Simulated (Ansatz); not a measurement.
`S/C=C/c1ccc(/C=C/c2ccc(/C=C/c3ccc(/C=C/c4ccc(/C=C/c5ccc(/C=C/c6ccc(S)cc6)cc5)cc4)cc3)cc2)cc1`, relaxed as a singlet with RKS PBE-D4/def2-SVP in Ansatz, starting from the GFN2-xTB geometry. Force threshold 0.03 eV/Å.

Single mean-field runs in def2-SVP are fitted with def2-universal-jkfit.

Start:

```xyz
88

S    -4.284   20.492   -2.202
C    -4.171   18.745   -2.366
C    -3.290   18.029   -1.663
C    -3.125   16.592   -1.715
C    -3.713   15.781   -2.691
C    -3.532   14.417   -2.677
C    -2.760   13.787   -1.693
C    -2.617   12.348   -1.730
C    -1.931   11.588   -0.859
C    -1.782   10.150   -0.901
C    -2.339    9.340   -1.897
C    -2.147    7.979   -1.892
C    -1.393    7.345   -0.896
C    -1.223    5.911   -0.957
C    -0.563    5.144   -0.072
C    -0.398    3.709   -0.133
C     0.338    3.071    0.874
C     0.526    1.709    0.877
C    -0.015    0.905   -0.133
C     0.150   -0.529   -0.191
C     0.799   -1.290    0.706
C     0.985   -2.721    0.646
C     0.474   -3.531   -0.374
C     0.693   -4.889   -0.375
C     1.434   -5.515    0.636
C     1.609   -6.948    0.586
C     2.308   -7.699    1.455
C     2.433   -9.139    1.435
C     1.891   -9.952    0.433
C     1.986  -11.323    0.497
C     2.628  -11.957    1.566
C     2.709  -13.393    1.717
C     2.185  -14.316    0.894
C     2.234  -15.751    1.077
C     1.758  -16.582    0.056
C     1.770  -17.954    0.180
C     2.255  -18.538    1.345
S     2.247  -20.300    1.475
C     2.726  -17.733    2.375
C     2.717  -16.362    2.238
C     3.200  -11.143    2.551
C     3.107   -9.773    2.486
C     1.945   -4.704    1.656
C     1.725   -3.348    1.657
C    -0.749    1.544   -1.141
C    -0.937    2.906   -1.145
C    -0.843    8.154    0.105
C    -1.034    9.516    0.099
C    -2.162   14.603   -0.725
C    -2.338   15.967   -0.742
H    -5.274   20.663   -3.076
H    -4.867   18.313   -3.064
H    -2.647   18.550   -0.965
H    -4.308   16.225   -3.475
H    -3.995   13.814   -3.447
H    -3.132   11.872   -2.555
H    -1.419   12.063   -0.031
H    -2.927    9.783   -2.687
H    -2.588    7.378   -2.676
H    -1.688    5.446   -1.816
H    -0.096    5.608    0.788
H     0.768    3.667    1.667
H     1.102    1.263    1.673
H    -0.304   -0.996   -1.054
H     1.247   -0.821    1.572
H    -0.103   -3.094   -1.174
H     0.286   -5.492   -1.174
H     1.103   -7.429   -0.240
H     2.817   -7.218    2.280
H     1.385   -9.503   -0.408
H     1.549  -11.914   -0.294
H     3.241  -13.716    2.603
H     1.667  -14.000   -0.001
H     1.379  -16.136   -0.853
H     1.403  -18.581   -0.618
H     2.768  -20.348    2.700
H     3.100  -18.182    3.285
H     3.081  -15.759    3.055
H     3.719  -11.603    3.381
H     3.552   -9.171    3.266
H     2.520   -5.142    2.458
H     2.130   -2.745    2.459
H    -1.178    0.946   -1.934
H    -1.512    3.353   -1.941
H    -0.256    7.710    0.895
H    -0.593   10.115    0.883
H    -1.551   14.164    0.049
H    -1.865   16.575    0.017
```

```
        step  energy (eV)  largest force component (eV/Å)  SCF passes
           1  -71951.1612                           1.223          42
           2  -71951.8341                           0.413          22
           3  -71951.8996                           0.282          21
4 (rejected)  -71951.8583                           0.406          20
           5  -71951.9195                           0.353          22
           6  -71951.9291                           0.087          22
           7  -71951.9307                           0.057          22
           8  -71951.9320                           0.035          21
           9  -71951.9331                           0.020          21
          10  -71951.9342                           0.060          20
          11  -71951.9349                           0.055          21
          12  -71951.9357                           0.043          22
          13  -71951.9362                           0.035          22
          14  -71951.9365                           0.026          21
          15  -71951.9368                           0.022          21
          16  -71951.9369                           0.022          21
```

Force components are those of the run's own axes.

End:

Cartesian coordinates in Å:
```
S -4.285 20.769 -2.326
C -4.180 19.018 -2.464
C -3.423 18.258 -1.628
C -3.255 16.809 -1.685
C -3.843 15.983 -2.676
C -3.647 14.604 -2.673
C -2.852 13.961 -1.687
C -2.681 12.516 -1.741
C -1.959 11.740 -0.880
C -1.786 10.296 -0.938
C -2.363 9.470 -1.937
C -2.159 8.093 -1.939
C -1.368 7.450 -0.949
C -1.193 6.006 -1.006
C -0.466 5.232 -0.147
C -0.295 3.788 -0.199
C 0.496 3.147 0.793
C 0.689 1.769 0.803
C 0.098 0.939 -0.185
C 0.250 -0.508 -0.222
C 0.948 -1.284 0.660
C 1.084 -2.733 0.635
C 0.503 -3.564 -0.358
C 0.656 -4.947 -0.318
C 1.395 -5.591 0.711
C 1.503 -7.043 0.706
C 2.133 -7.822 1.633
C 2.229 -9.275 1.637
C 1.677 -10.103 0.621
C 1.789 -11.488 0.674
C 2.460 -12.140 1.745
C 2.601 -13.586 1.848
C 2.126 -14.521 0.976
C 2.265 -15.969 1.078
C 1.705 -16.794 0.070
C 1.806 -18.186 0.112
C 2.480 -18.816 1.181
S 2.573 -20.585 1.178
C 3.045 -18.012 2.196
C 2.938 -16.622 2.142
C 3.014 -11.313 2.755
C 2.902 -9.924 2.703
C 1.985 -4.759 1.698
C 1.832 -3.376 1.658
C -0.688 1.580 -1.181
C -0.881 2.958 -1.191
C -0.791 8.275 0.051
C -0.996 9.652 0.053
C -2.261 14.789 -0.698
C -2.458 16.168 -0.700
H -5.222 20.944 -3.297
H -4.757 18.566 -3.285
H -2.874 18.765 -0.815
H -4.464 16.429 -3.467
H -4.117 13.989 -3.457
H -3.203 12.024 -2.580
H -1.438 12.231 -0.040
H -2.984 9.919 -2.727
H -2.620 7.478 -2.729
H -1.716 5.513 -1.844
H 0.058 5.726 0.690
H 0.965 3.766 1.575
H 1.309 1.322 1.595
H -0.273 -1.004 -1.058
H 1.467 -0.789 1.498
H -0.082 -3.114 -1.174
H 0.191 -5.566 -1.101
H 1.003 -7.537 -0.145
H 2.624 -7.328 2.489
H 1.149 -9.645 -0.228
H 1.345 -12.087 -0.136
H 3.155 -13.928 2.739
H 1.572 -14.177 0.086
H 1.175 -16.320 -0.771
H 1.359 -18.792 -0.690
H 3.284 -20.704 2.333
H 3.575 -18.482 3.039
H 3.390 -16.029 2.951
H 3.542 -11.786 3.598
H 3.343 -9.312 3.505
H 2.573 -5.208 2.512
H 2.300 -2.756 2.440
H -1.157 0.961 -1.962
H -1.500 3.405 -1.982
H -0.172 7.826 0.841
H -0.535 10.267 0.842
H -1.634 14.342 0.087
H -1.985 16.783 0.082
```

By distances, no bond broke or formed. The bond that changes most is S1–H51, from 1.33 to 1.36 Å (atoms count from 1).

The force fell under the threshold at step 9, but the optimiser went on and released 0.004 eV more. No frequencies were taken in this run, so the end may be a saddle point.

Hardware: 4 threads of AMD EPYC 7R13 on a shared host and a share (37 GiB) of an NVIDIA H100 80GB HBM3. Wall time 1.9 min, peak host memory 1.4 GiB.
